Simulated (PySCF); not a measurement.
## Telling isomers of C$_{7}$H$_{7}$F apart by NMR

No solvent, one averaged value for each set of equivalent atoms, single conformer, non-relativistic. J: B3LYP/pcJ-1 (spin–dipole term left out of most H,H and C,H couplings); structure optimised with PBE0-D3(BJ)/def2-SVP; GIAO PBE0/pcSseg-1 shieldings; PySCF.

References, each an isolated molecule treated in the same way: ¹H (31.27 ppm), ¹³C (184.41 ppm) vs TMS. Multiplet labels drop J under 1 Hz and among equivalent protons, and merge close values. Unscaled 3J(H,H) run several per cent high. One-bond C–F couplings are unscaled and too large by tens of Hz. Shifts are as computed. Against solution values, carbons near 30 ppm lie about +2 ppm off and those near 130 ppm about +4 ppm. Of 246 compounds with measured shifts, 49 miss one by over three times the rms of a fit or turn the order of signals round; such compounds aren't used in these exercises.

(1) Tabulate the signals of `Cc1ccccc1F`, `Cc1ccc(F)cc1` and their relative energies.

(2) What is the quickest way to tell Cc1ccccc1F from Cc1ccc(F)cc1?

## Answers

(1) 
| SMILES | carbon types | δC | δH | E rel. (kcal/mol) |
| --- | --- | --- | --- | --- |
| Cc1ccccc1F | 2×C 4×CH 1×CH3 | 169.1, 136.7, 133.0, 130.3, 128.5, 119.8, 17.7 | 7.30 (m, 1H), 7.29 (m, 1H), 7.13 (m, 1H), 7.09 (m, 1H), 2.33 (dd, 3H) | 0.0 |
| Cc1ccc(F)cc1 | 2×C 4×CH 1×CH3 | 168.6, 137.5, 135.9, 120.4, 22.4 | 7.26 (dd, 2H), 7.06 (dd, 2H), 2.35 (d, 3H) | 1.1 |

Energies are electronic energies at PBE0/pcSseg-1 on these geometries, without zero-point or thermal terms, each for the one conformer computed, which needn't be the lowest.

(2) Count the carbon signals: 7 against 5. The first has an aromatic CH at 128.5 ppm, the second a substituted aromatic carbon (C) at 137.5 ppm. Their most deshielded carbons lie at 169.1 and 168.6 ppm.
